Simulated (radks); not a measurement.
Results of a calculation; reference values are marked as such.
Problem. Valence configurations of Ag (all share [Kr]). Code: a radial shooting solver on a logarithmic mesh with Libxc functionals. Model: scalar-relativistic Kohn-Sham, BLYP, spin-polarised, spherical densities, finite nucleus; open shells are filled with parallel spins first (spin-orbit coupling, left out, can overturn this in heavy ions); Fermi nuclear charge, rms radius 4.5454 fm. Order these by energy: 4d10 5s1; 4d9.5 5s1.5; 4d9 5s2; 4d9.5 5s1 5p0.5; 4d10 5p1; 4d7 5s2 5p2; 4d8 5s1.5 5p1.5; 4d9 5s1 5p1; 4d10 5s0.5 5p0.5; 4d8 5s1 5p2.

Solution. From the lowest, in eV above it: 4d10 5s1 0.000; 4d9.5 5s1.5 1.731; 4d10 5s0.5 5p0.5 1.934; 4d9.5 5s1 5p0.5 3.542; 4d9 5s2 3.886; 4d10 5p1 3.949; 4d9 5s1 5p1 7.843; 4d8 5s1.5 5p1.5 16.646; 4d8 5s1 5p2 18.689; 4d7 5s2 5p2 28.123. NIST lists [Kr] 4d10 5s1 as the ground configuration; this level of theory agrees among the configurations tried. The energies are those of spherical high-spin densities, not of single terms.
